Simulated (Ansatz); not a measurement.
`[F][GeH2][SH]` + `[OH][GaH][Br]` → `[F][GeH2][Br]` + `[OH][GaH][SH]`  (redistribution)

Program: Ansatz. Geometries: PBE0-D4/def2-TZVP. ΔE: electronic, gas phase. CCSD(T)/CBS is the MP2 limit (def2-TZVPP, def2-QZVPP) plus CCSD(T) − MP2 in def2-TZVPP, frozen cores. Functionals use def2-TZVPP. B3LYP here is the variant with VWN-RPA as its local correlation; programs differ in this. HSE06 is defined as in plane-wave codes. For Br, Ga, Ge outer-core shells are correlated without core-valence functions, which leaves a few kJ/mol of doubt a bond. Scalar relativity is left out up to krypton. Each species was taken in one conformer, which may not be the lowest.

`[F][GeH2][SH]`:

Cartesian coordinates in Å:
```
F -0.820 0.857 -1.445
Ge 0.075 0.530 0.012
S -0.602 -1.378 0.870
H 1.542 0.473 -0.427
H -0.281 1.643 0.999
H 0.086 -2.126 -0.009
```

`[OH][GaH][Br]`:

Cartesian coordinates in Å:
```
O 0.229 1.358 0.147
Ga -0.328 -0.319 0.283
Br 0.588 -1.782 -1.223
H 0.870 1.495 -0.554
H -1.359 -0.751 1.346
```

`[F][GeH2][Br]`:

Z-matrix (Å, degrees):
```
Ge
F 1 1.731
Br 1 2.286 2 106.7
H 1 1.529 2 106.9 3 -117.0
H 1 1.529 2 106.9 3 117.0
```

`[OH][GaH][SH]`:

Z-matrix (Å, degrees):
```
Ga
S 1 2.188
O 1 1.786 2 112.6
H 1 1.554 2 124.3 3 180.0
H 2 1.345 1 92.3 3 -0.0
H 3 0.959 1 114.2 2 179.9
```

```json
{"level": "LDA (SPW92)", "ΔE (kcal/mol)": "2.6", "difference from CCSD(T)/CBS": "-0.2"}
{"level": "PBE-D4", "ΔE (kcal/mol)": "2.7", "difference from CCSD(T)/CBS": "-0.1"}
{"level": "revPBE-D4", "ΔE (kcal/mol)": "2.7", "difference from CCSD(T)/CBS": "-0.1"}
{"level": "BLYP-D4", "ΔE (kcal/mol)": "2.7", "difference from CCSD(T)/CBS": "-0.1"}
{"level": "r2SCAN-D4", "ΔE (kcal/mol)": "2.8", "difference from CCSD(T)/CBS": "0.0"}
{"level": "B97M-V", "ΔE (kcal/mol)": "2.6", "difference from CCSD(T)/CBS": "-0.2"}
{"level": "PBE0-D4", "ΔE (kcal/mol)": "2.9", "difference from CCSD(T)/CBS": "0.1"}
{"level": "B3LYP-D4", "ΔE (kcal/mol)": "2.8", "difference from CCSD(T)/CBS": "0.0"}
{"level": "r2SCAN0-D4", "ΔE (kcal/mol)": "3.0", "difference from CCSD(T)/CBS": "0.2"}
{"level": "HSE06-D4", "ΔE (kcal/mol)": "2.9", "difference from CCSD(T)/CBS": "0.1"}
{"level": "BHLYP-D4", "ΔE (kcal/mol)": "3.1", "difference from CCSD(T)/CBS": "0.3"}
{"level": "CAM-B3LYP-D4", "ΔE (kcal/mol)": "2.9", "difference from CCSD(T)/CBS": "0.1"}
{"level": "ωB97X-V", "ΔE (kcal/mol)": "2.9", "difference from CCSD(T)/CBS": "0.1"}
{"level": "ωB97M-V", "ΔE (kcal/mol)": "2.9", "difference from CCSD(T)/CBS": "0.1"}
{"level": "B2PLYP", "ΔE (kcal/mol)": "3.0", "difference from CCSD(T)/CBS": "0.2"}
{"level": "PBE-QIDH", "ΔE (kcal/mol)": "3.1", "difference from CCSD(T)/CBS": "0.3"}
{"level": "PBE", "ΔE (kcal/mol)": "2.8", "difference from CCSD(T)/CBS": "0.0"}
{"level": "revPBE", "ΔE (kcal/mol)": "2.8", "difference from CCSD(T)/CBS": "0.0"}
{"level": "BLYP", "ΔE (kcal/mol)": "2.8", "difference from CCSD(T)/CBS": "0.0"}
{"level": "r2SCAN", "ΔE (kcal/mol)": "2.8", "difference from CCSD(T)/CBS": "0.0"}
{"level": "PBE0", "ΔE (kcal/mol)": "2.9", "difference from CCSD(T)/CBS": "0.1"}
{"level": "B3LYP", "ΔE (kcal/mol)": "2.9", "difference from CCSD(T)/CBS": "0.1"}
{"level": "r2SCANh", "ΔE (kcal/mol)": "2.9", "difference from CCSD(T)/CBS": "0.1"}
{"level": "r2SCAN0", "ΔE (kcal/mol)": "3.0", "difference from CCSD(T)/CBS": "0.2"}
{"level": "BHLYP", "ΔE (kcal/mol)": "3.1", "difference from CCSD(T)/CBS": "0.3"}
{"level": "CAM-B3LYP", "ΔE (kcal/mol)": "2.9", "difference from CCSD(T)/CBS": "0.1"}
{"level": "LC-ωPBE", "ΔE (kcal/mol)": "2.9", "difference from CCSD(T)/CBS": "0.1"}
{"level": "RPA@PBE/def2-TZVPP", "ΔE (kcal/mol)": "2.8", "difference from CCSD(T)/CBS": "0.0"}
{"level": "HF/def2-SVP", "ΔE (kcal/mol)": "3.7", "difference from CCSD(T)/CBS": "0.9"}
{"level": "MP2/def2-SVP", "ΔE (kcal/mol)": "3.2", "difference from CCSD(T)/CBS": "0.4"}
{"level": "CCSD/def2-SVP", "ΔE (kcal/mol)": "3.2", "difference from CCSD(T)/CBS": "0.4"}
{"level": "HF/def2-TZVPP", "ΔE (kcal/mol)": "3.6", "difference from CCSD(T)/CBS": "0.8"}
{"level": "MP2/def2-TZVPP", "ΔE (kcal/mol)": "3.0", "difference from CCSD(T)/CBS": "0.2"}
{"level": "SCS-MP2/def2-TZVPP", "ΔE (kcal/mol)": "3.0", "difference from CCSD(T)/CBS": "0.2"}
{"level": "CCSD/def2-TZVPP", "ΔE (kcal/mol)": "3.0", "difference from CCSD(T)/CBS": "0.2"}
{"level": "CCSD(T)/def2-TZVPP", "ΔE (kcal/mol)": "3.0", "difference from CCSD(T)/CBS": "0.2"}
{"level": "HF/def2-QZVPP", "ΔE (kcal/mol)": "3.7", "difference from CCSD(T)/CBS": "0.9"}
{"level": "SCS-MP2/def2-QZVPP", "ΔE (kcal/mol)": "2.9", "difference from CCSD(T)/CBS": "0.1"}
{"level": "MP2/CBS(def2)", "ΔE (kcal/mol)": "2.7", "difference from CCSD(T)/CBS": "-0.1"}
{"level": "CCSD/CBS(def2)", "ΔE (kcal/mol)": "2.8", "difference from CCSD(T)/CBS": "0.0"}
{"level": "CCSD(T)/CBS", "ΔE (kcal/mol)": "2.8", "difference from CCSD(T)/CBS": "0"}
```

Largest T1 diagnostic among the species: 0.014.

Leaving LDA and LC-ωPBE aside and taking each functional with its dispersion term where it has one, the values spread over 0.5 kcal/mol, from B97M-V to BHLYP-D4.
